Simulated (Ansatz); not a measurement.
`CC(C)[Si]N` + CH₃SH → `CS[Si]N` + `CCC`  (ligand exchange at the Si–C bond)

Program: Ansatz. Geometries: PBE0-D4/def2-TZVP. ΔE: electronic, gas phase. CCSD(T)/CBS adds triple-zeta CCSD(T) − MP2 to the extrapolated MP2 energy (def2 sets, frozen cores). This one scheme is used for every species. Functionals use def2-TZVPP. One conformer a species, not always the lowest.

Is it downhill or uphill in electronic energy at CCSD(T)/CBS, and by how much? (Estimate.)

Ansatz gave: Downhill: ΔE = -28.7 kcal/mol.

What do these levels give: PBE-D4, revPBE-D4, r2SCAN-D4, BLYP, r2SCAN0, CAM-B3LYP, LC-ωPBE, RPA@PBE/def2-TZVPP, MP2/def2-TZVPP, SCS-MP2/def2-TZVPP, CCSD(T)/def2-TZVPP, CCSD/CBS(def2)? (An estimate is asked.)

The calculation gave: PBE-D4 -30.0, revPBE-D4 -29.3, r2SCAN-D4 -30.8, BLYP -31.0, r2SCAN0 -30.9, CAM-B3LYP -29.6, LC-ωPBE -29.3, RPA@PBE/def2-TZVPP -26.8, MP2/def2-TZVPP -29.1, SCS-MP2/def2-TZVPP -28.8, CCSD(T)/def2-TZVPP -28.0, CCSD/CBS(def2) -28.7 kcal/mol.

Largest T1 diagnostic among the species: 0.013.

The D4 term adds +1.3 kcal/mol with B3LYP and +0.7 kcal/mol with PBE0; it sums over pairs of atoms, weighted by their polarisabilities, and B3LYP, whose exchange is more repulsive, gets the larger term. At CCSD(T), def2-SVP lies +1.7 kcal/mol from the extrapolated value and def2-TZVPP +0.8 kcal/mol. Leaving LDA and LC-ωPBE aside and taking each functional with its dispersion term where it has one, the values, not all of them listed here, spread over 2.1 kcal/mol, from r2SCAN-D4 to ωB97X-V. LDA lies +1.9 kcal/mol from PBE without D4.

B3LYP here is the variant with VWN-RPA as its local correlation; programs differ in this.
